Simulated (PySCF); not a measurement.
# WH₆: from structure and modes to constants

These are results of PySCF, PBE0, basis W def2-TZVP with ECP60, H def2-TZVP (scalar-relativistic core potentials, no spin–orbit coupling, density fitting), not measurements.

The singlet minimum has C3v symmetry. Masses (u): W 183.95093, H 1.00782.

```xyz
7
charge 0 multiplicity 1, angstrom
W     0.0000    0.0000   -0.0149
H     0.9855    0.0000    1.3182
H    -0.4928    0.8535    1.3182
H    -0.4928   -0.8535    1.3182
H     1.6591    0.0000   -0.4122
H    -0.8295    1.4368   -0.4122
H    -0.8295   -1.4368   -0.4122
```

Harmonic wavenumbers (cm⁻¹): 715.8 (e, ×2), 764.6 (a1, ×1), 823.8 (a2, ×1), 889.2 (e, ×2), 938.1 (e, ×2), 1154.3 (a1, ×1), 1993.3 (e, ×2), 2013.5 (a1, ×1), 2110.5 (e, ×2), 2131.7 (a1, ×1).

Find the principal moments of inertia and the rotational constants. What kind of rotor is it?

About the centre of mass I = 11.259, 11.438, 11.438 u Å². With B = 16.8576/I this gives 1.497, 1.474, 1.474 cm⁻¹. The molecule is a prolate symmetric top.

What is the harmonic zero-point energy?

Half the sum of all 15 wavenumbers, 20182/2 = 10091 cm⁻¹, which is 120.7 kJ/mol (1 cm⁻¹ = 0.0119627 kJ/mol).

Find the vibrational entropy and heat capacity at 298.15 K.

With u = 1.43878 ω/T, each mode gives S = R[u/(eᵘ−1) − ln(1−e⁻ᵘ)] and C = R u² eᵘ/(eᵘ−1)².
```
   ω (cm⁻¹)       u  S (J/(mol K))  C (J/(mol K))
 715.8 (×2)   3.454           1.20           3.34
      764.6   3.690           1.00           2.97
      823.8   3.975           0.79           2.56
 889.2 (×2)   4.291           0.61           2.15
 938.1 (×2)   4.527           0.50           1.88
     1154.3   5.570           0.21           0.99
1993.3 (×2)   9.619           0.01           0.05
     2013.5   9.716           0.01           0.05
2110.5 (×2)  10.185           0.00           0.03
     2131.7  10.287           0.00           0.03
```
The sums over all modes are S = 6.7 and C = 21.5 J/(mol K); the softest mode gives 18 % of the entropy (each member, where degenerate).

Give the standard entropy (298.15 K, 1 bar) by its translational, rotational, vibrational and spin parts, and Cp.

Sackur–Tetrode with M = 190.00 u gives 174.3; rotation with symmetry number 3 gives 69.7; vibration 6.7; spin R ln 1 = 0.0. The total is 250.7 J/(mol K), and Cp = 4 R + 21.5 = 54.8 J/(mol K).

Stability towards spin polarisation was not tested. Other isomers or separated fragments may lie lower. Spin–orbit coupling, left out here, can matter for elements this heavy.
